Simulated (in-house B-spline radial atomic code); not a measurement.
## Binding energies in C II (C+)

NIST's tabulated ground configuration is [He] 2s2 2p1; each binding energy is the energy of the ion with one electron taken from that subshell, relaxed, less that of the parent. Method: Dirac-Kohn-Sham PBE0, spherical fractional occupations, Fermi nucleus of rms radius 2.4702 fm. Calculated with an all-electron radial atomic-structure program (B-spline basis). Energies include first-order Breit, QED and recoil terms.

Caution: exact exchange at fractional occupations of open shells leaves self-interaction of up to several eV.

```
subshell  X-ray name  binding energy (eV)  -ε (eV)  relaxation (eV)
      1s           K                  328    298.0            -30.1
      2s          L1                33.81    27.65            -6.17
      2p        L2,3                22.68    15.99            -6.70
```

Relaxation = -ε minus the binding energy without Breit, QED and recoil terms. With a density functional, K lines can miss by some tenths of a per cent, more in light atoms. For a density functional the relaxation so defined is negative, because -ε of a Kohn-Sham level is smaller than the binding energy.

**Question.** What does it cost to remove both a 1s and a 2p electron?

**Answer.** 373.63 eV, which is 22.95 eV more than the two single binding energies together.

**Question.** What does it cost to remove both a 2s and a 2p electron?

**Answer.** 71.684 eV, which is 15.19 eV more than the two single binding energies together.

**Question.** What does it cost to remove both a 1s and a 2s electron?

**Answer.** 383.65 eV, which is 21.85 eV more than the two single binding energies together.
